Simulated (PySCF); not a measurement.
BBrClF (SMILES FB(Cl)Br), singlet, geometry from GFN2-xTB. Base run: PBE/def2-SVP, polarisability (PySCF).

PySCF was given this input:
```python
from pyscf import gto, scf, dft
from pyscf.prop import polarizability

mol = gto.M(
    atom='''
B    -0.63530624    0.09060175   -0.26285208
F    -1.72139616   -0.65123299   -0.32083313
Cl   -0.65943557    1.65632806   -0.95470123
Br    0.85370004   -0.64998540    0.58376227
''',
    basis='def2-svp',
    verbose=4,
)

mf = dft.RKS(mol)
mf.xc = 'pbe'
mf.kernel()
alpha = mf.Polarizability().polarizability()[2, 2]
print('alpha_zz =', alpha)
```

The base run was repeated with changes; each row names its change, and settings that it needs were set with it.

```json
[
 {"change": "base", "alpha_zz (bohr³)": "29.53", "basis functions": "78", "core-seconds (rough)": "7"},
 {"change": "basis = def2-SVPD", "alpha_zz (bohr³)": "45.24", "basis functions": "111", "core-seconds (rough)": "10"},
 {"change": "finite field (a.u.) = 2e-4; conv_tol = 1e-6", "alpha_zz (bohr³)": "31.27", "basis functions": "78", "core-seconds (rough)": "5"},
 {"change": "basis = aug-cc-pVDZ", "alpha_zz (bohr³)": "?", "basis functions": "?", "core-seconds (rough)": "10"},
 {"change": "basis = cc-pVTZ", "alpha_zz (bohr³)": "?", "basis functions": "?", "core-seconds (rough)": "20"},
 {"change": "basis = 6-31G*", "alpha_zz (bohr³)": "29.58", "basis functions": "78", "core-seconds (rough)": "7"},
 {"change": "finite field (a.u.) = 0.001; conv_tol = 1e-6", "alpha_zz (bohr³)": "29.49", "basis functions": "78", "core-seconds (rough)": "5"},
 {"change": "finite field (a.u.) = 0.02; conv_tol = 1e-11", "alpha_zz (bohr³)": "29.57", "basis functions": "78", "core-seconds (rough)": "10"},
 {"change": "basis = STO-3G", "alpha_zz (bohr³)": "10.22", "basis functions": "37", "core-seconds (rough)": "2"},
 {"change": "finite field (a.u.) = 2e-4; conv_tol = 1e-11", "alpha_zz (bohr³)": "29.54", "basis functions": "78", "core-seconds (rough)": "7"},
 {"change": "finite field (a.u.) = 0.001; conv_tol = 1e-11", "alpha_zz (bohr³)": "29.53", "basis functions": "78", "core-seconds (rough)": "9"},
 {"change": "functional = lda,vwn", "alpha_zz (bohr³)": "29.48", "basis functions": "78", "core-seconds (rough)": "5"}
]
```

Complete the blanks.


- basis = aug-cc-pVDZ, alpha_zz (bohr³): 43.82
- basis = aug-cc-pVDZ, basis functions: 109
- basis = cc-pVTZ, alpha_zz (bohr³): 37.69
- basis = cc-pVTZ, basis functions: 137

Finite-field rows take the second difference of the energy in a field along z; a small field with loose convergence shows SCF noise divided by the square of the field, and a large one adds hyperpolarisability.
